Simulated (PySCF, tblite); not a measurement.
Species: ClH13N2Si5.
Z-matrix (Å and degrees, GFN2-xTB geometry), rows numbered from 1:
```
Si
N   1  1.7325
Si  2  1.7397  1  130.56
Si  3  2.2961  2  108.23  1    45.53
N   4  1.7607  3  107.40  2   177.05
Si  5  1.7475  4  120.31  3   -79.84
Si  5  1.7249  4  118.34  3    96.21
Cl  7  2.0040  5  108.64  4  -156.46
H   1  1.4686  2  112.20  3    73.17
H   1  1.4613  2  106.73  3   -47.44
H   1  1.4639  2  105.66  3  -167.68
H   2  1.0077  1  113.13  3  -159.13
H   3  1.4754  2  103.47  1   169.20
H   3  1.4819  2  109.37  1   -79.51
H   4  1.4738  3  116.62  2   -66.95
H   4  1.4706  3  117.66  2    59.12
H   6  1.4611  5  108.73  4  -136.46
H   6  1.4637  5  108.99  4   101.94
H   6  1.4604  5  106.37  4   -17.11
H   7  1.4609  5  110.88  4    85.45
H   7  1.4598  5  109.79  4   -39.42
```

Theory: PBE0/pcSseg-1 in PySCF (dipole) on a GFN2-xTB geometry, gas phase.

Take the most abundant isotopes and a rigid rotor. The values belong to one conformer with, in the numbering `[SiH3:1][NH:2][SiH2:3][SiH2:4][N:5]([SiH3:6])[SiH2:7][Cl:8]`, Si1–N2–Si3–Si4 46°, N2–Si3–Si4–N5 177°, Si3–Si4–N5–Si6 -80°, Si4–N5–Si7–Cl8 -156°.

Problem. What are A, B and C (cm⁻¹)?

Solution. Ia = 332.02, Ib = 1714.57, Ic = 1806.95 u·Å²; 505379 MHz·u·Å²/I gives 1522, 294.8 and 279.7 MHz, that is A = 0.05077, B = 0.00983, C = 0.00933 cm⁻¹.

Problem. Classify the top.

Solution. A near-prolate asymmetric top; Ray's κ = -0.976.

Problem. Is it planar, by Δ = Ic − Ia − Ib?

Solution. Not planar: Δ = Ic − Ia − Ib = -239.64 u·Å². For a rigid frame Δ = −2 Σ m c², so Σ m c² = 119.82 u·Å² lies off the ab plane: 25.45 from hydrogen and 94.37 from heavier atoms. The atom farthest from that plane is 1.99 Å away.

Problem. Give the other two planar moments, Paa and Pbb, and the rms extents of the mass along the axes.

Solution. Paa = Σ m a² = (Ib + Ic − Ia)/2 = 1594.75 and Pbb = Σ m b² = (Ia + Ic − Ib)/2 = 212.20 u·Å². With the mass M = 215.96 u, the rms extents √(P/M) along a, b and c are 2.72, 0.99, 0.74 Å.

Problem. Give the coordinates in the principal-axis frame, origin at the centre of mass.

Solution. The sense of each axis is arbitrary; atoms in the order of the calculation.
| atom | mass (u) | a (Å) | b (Å) | c (Å) |
| --- | --- | --- | --- | --- |
| Si1 | 27.977 | 4.380 | -0.674 | 0.348 |
| N2 | 14.003 | 3.450 | 0.284 | -0.756 |
| Si3 | 27.977 | 1.743 | 0.289 | -1.089 |
| Si4 | 27.977 | 0.621 | 0.255 | 0.914 |
| N5 | 14.003 | -1.101 | 0.347 | 0.555 |
| Si6 | 27.977 | -1.842 | 1.884 | 0.177 |
| Si7 | 27.977 | -2.002 | -1.121 | 0.486 |
| Cl8 | 34.969 | -3.628 | -0.821 | -0.647 |
| H9 | 1.008 | 4.527 | -2.062 | -0.109 |
| H10 | 1.008 | 3.677 | -0.641 | 1.629 |
| H11 | 1.008 | 5.697 | -0.039 | 0.410 |
| H12 | 1.008 | 4.004 | 0.681 | -1.498 |
| H13 | 1.008 | 1.557 | 1.497 | -1.915 |
| H14 | 1.008 | 1.414 | -0.841 | -1.989 |
| H15 | 1.008 | 0.748 | -0.971 | 1.722 |
| H16 | 1.008 | 0.870 | 1.358 | 1.855 |
| H17 | 1.008 | -3.113 | 1.980 | 0.890 |
| H18 | 1.008 | -2.033 | 1.977 | -1.271 |
| H19 | 1.008 | -0.912 | 2.913 | 0.635 |
| H20 | 1.008 | -2.457 | -1.517 | 1.817 |
| H21 | 1.008 | -1.207 | -2.159 | -0.163 |

Problem. Predict some low-J microwave lines.

Solution. The dipole components are |μa| = 1.87 D, |μb| = 0.35 D, |μc| = 0.12 D. The squared components, which scale the intensities, stand as 1.00 : 0.03 : 0.00 (a : b : c). Some lines, for components of 0.1 D or more:

| type | branch | J(Ka,Kc) | MHz | lower level (cm⁻¹) |
| --- | --- | --- | --- | --- |
| a | R | 2(1,2) ← 1(1,1) | 1134 | 0.060 |
| c | Q | 3(1,3) ← 3(0,3) | 1190 | 0.115 |
| c | Q | 2(1,2) ← 2(0,2) | 1212 | 0.057 |
| b | Q | 1(1,0) ← 1(0,1) | 1242 | 0.019 |
| a | R | 4(1,4) ← 3(1,3) | 2267 | 0.155 |
| a | R | 5(3,3) ← 4(3,2) | 2873 | 0.562 |
| b | R | 3(1,3) ← 2(0,2) | 2913 | 0.057 |
| b | Q | 3(2,2) ← 3(1,3) | 3750 | 0.155 |
| c | R | 2(2,0) ← 1(1,0) | 4846 | 0.061 |
| c | R | 2(2,1) ← 1(1,1) | 4861 | 0.060 |
| b | R | 4(2,3) ← 3(1,2) | 5957 | 0.158 |
| c | R | 4(2,2) ← 3(1,2) | 5959 | 0.158 |
| b | R | 4(2,2) ← 3(1,3) | 6050 | 0.155 |
| b | Q | 4(3,1) ← 4(2,2) | 6173 | 0.356 |
| c | Q | 3(3,1) ← 3(2,1) | 6174 | 0.280 |
| b | Q | 5(3,3) ← 5(2,4) | 6176 | 0.452 |
| c | R | 5(2,4) ← 4(1,4) | 6652 | 0.230 |
| b | Q | 4(4,1) ← 4(3,2) | 8644 | 0.562 |
| c | R | 5(4,1) ← 4(3,1) | 11517 | 0.562 |

Problem. Estimate the classical rotational partition function at 50 K, 100 K and 200 K.

Solution. Point group C1, symmetry number σ = 1; q = (√π/σ)·√((kT/h)³/(ABC)), k/h = 20836.6 MHz/K: 168000 at 50 K, 476000 at 100 K, 1350000 at 200 K.

Its lowest GFN2-xTB frequency is 5i cm⁻¹, too small to tell a flat minimum from a shallow saddle. No vibrational averaging or centrifugal distortion is included, and the geometry carries the error of its method. A rigid rotor knows nothing of inversion at nitrogen or internal rotation, which can split or shift real lines. Quadrupole hyperfine structure (14N, 35Cl) is left out.

Time: 89 s of wall time (with the writing of density and orbital grids); peak memory 1.1 GiB. Hardware: Arm Neoverse V1, one thread (shared host). This is the PBE0/pcSseg-1 job that gave the dipole, with the shieldings it also computed.
